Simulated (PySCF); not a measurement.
# Working out the ionisation energy of Al²⁺

Al²⁺ [Ne] 3s1 (2S) → Al³⁺ [Ne] (1S). Computed with PySCF 2.14 in x2c-TZVPPall (5s5p3d1f, 42 functions), with scalar relativity by spin-free X2C-1e. Frozen: 1s2. Energies in hartree (1 hartree = 27.21139 eV):

```
             part  Al²⁺ (lower)  Al³⁺ (upper)
              UHF   -241.459468   -240.427924
MP2 opposite-spin     -0.103546     -0.098848
    MP2 same-spin     -0.041784     -0.037606
```

**Question.** What does Hartree-Fock give?

**Answer.** (-240.427924) − (-241.459468) = 1.031544 hartree = 28.070 eV.

**Question.** What do MP2 and SCS-MP2 (6/5 opposite-spin, 1/3 same-spin) give?

**Answer.** The opposite-spin parts differ by 0.128 eV and the same-spin parts by 0.114 eV. MP2: 28.070 + (0.128) + (0.114) = 28.312 eV. SCS-MP2: 28.070 + 1.2 × (0.128) + (0.114)/3 = 28.262 eV.

Measured between the centres of the two terms (NIST): 28.448 eV, so MP2 (valence and next inner shell) is off by -0.136 eV.

What remains against the reference includes basis incompleteness, the frozen core and correlation beyond second order.
